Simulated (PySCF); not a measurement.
Cartesian coordinates in Å; atom numbers follow the order of the lines, from 1:
```xyz
20

C     3.001    0.552    0.164
O     2.144   -0.441   -0.307
C     0.804   -0.081   -0.258
C    -0.171   -1.148   -0.751
C    -1.147   -0.681    0.368
B    -2.238    0.340   -0.140
O    -2.253    1.612    0.337
O    -3.181   -0.001   -1.071
C     0.066   -0.060    1.096
H     2.815    0.797    1.228
H     4.032    0.184    0.069
H     2.907    1.490   -0.419
H     0.639    0.879   -0.791
H    -0.492   -1.107   -1.804
H     0.246   -2.145   -0.542
H    -1.653   -1.501    0.907
H    -2.966    2.127   -0.059
H    -3.091   -0.909   -1.375
H    -0.077    0.903    1.606
H     0.539   -0.781    1.781
```

- structure optimised with PBE0-D3(BJ)/def2-SVP
- NMR shieldings at KT2/pcSseg-1/GIAO
- program: PySCF 2.14.0 with density-fitted response routines
- relativity neglected, averaged over atoms made equivalent by symmetry, fast rotation or ring inversion, isolated molecule, one conformer

Chemical shifts δ = σref − σ; TMS for $^{13}$C and $^{1}$H; $^{17}$O vs H2O; $^{11}$B against BF3·OEt2, all at this level.

```csv
atoms,nucleus,count,δ (ppm)
H16,$^{1}$H,1,1.23
C5,$^{13}$C,1,11.7
H14/H19,$^{1}$H,2,2.30
C4/C9,$^{13}$C,2,?
C3,$^{13}$C,1,77.7
C1,$^{13}$C,1,55.8
H15/H20,$^{1}$H,2,?
H13,$^{1}$H,1,3.58
H10/H11/H12,$^{1}$H,3,?
O7/O8,$^{17}$O,2,124.9
O2,$^{17}$O,1,66.9
B6,$^{11}$B,1,?
H17/H18,$^{1}$H,2,3.56
```

Problem. Complete the table.

Solution. 
- C4/C9: 36.0 ppm, sp3 CH2 in a ring; saturated and bonded to C and H only
- H10/H11/H12: 3.20 ppm, hydrogen on a methyl carbon bonded to O; its carbon carries O, which withdraws density
- H15/H20: 1.91 ppm, hydrogen on an sp3 CH2 in a ring
- B6: 28.9 ppm, boron bonded to C, 2 O

OH and NH positions are those of a molecule without intermolecular hydrogen bonds; in solution they move with solvent, concentration and temperature, and exchange usually removes their couplings. A carbon bonded to boron is broadened by the quadrupolar boron nucleus and is often missing from a measured spectrum. Shifts are as computed. Against solution values, carbons near 30 ppm lie about +2 ppm off and those near 130 ppm about -5 ppm. Of 1309 compounds with measured shifts, 239 miss one by over three times the rms of a fit or turn the order of signals round; such compounds aren't used in these exercises. Experimental scales use liquid or dissolved standards, which lie at an offset from isolated H2O (liquid H2O: subtract about 36 ppm).
